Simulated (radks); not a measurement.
Values are calculated unless marked as measured or tabulated.
Kinetic energies: the exact non-interacting value of the Kohn-Sham orbitals and orbital-free approximations, as 100 (|E| - |E exact|)/|E exact|, negative where the magnitude is too small. Species: Bi3+ [Hg]; Zr4+ [Kr]; Se31+ [He] 2s1. Code: a radial shooting solver on a logarithmic mesh with Libxc functionals. Model: non-relativistic Kohn-Sham, PBE, spin-polarised, spherical densities, point nucleus. Every spin shell is full or empty, so the densities are truly spherical. Functionals are evaluated on that one density, not self-consistently.

| functional | Bi3+ | Zr4+ | Se31+ |
|---|---|---|---|
| exact (hartree) | 20093.0 | 3535.95 | 1265.74 |
| Thomas-Fermi | -4.55 | -5.66 | -9.96 |
| von Weizsacker | -65.03 | -55.18 | -7.52 |
| TF + vW | +30.42 | +39.16 | +82.52 |
| LC94 | +0.03 | +0.07 | +0.13 |
| Perdew 92 | -0.66 | -0.67 | +0.34 |
| Thakkar | -0.78 | -0.49 | +0.30 |
| PG1 | +12.24 | +16.54 | +47.26 |
| DePristo-Kress | -0.19 | -0.05 | -0.18 |
| Ernzerhof | -0.46 | -0.36 | +3.13 |
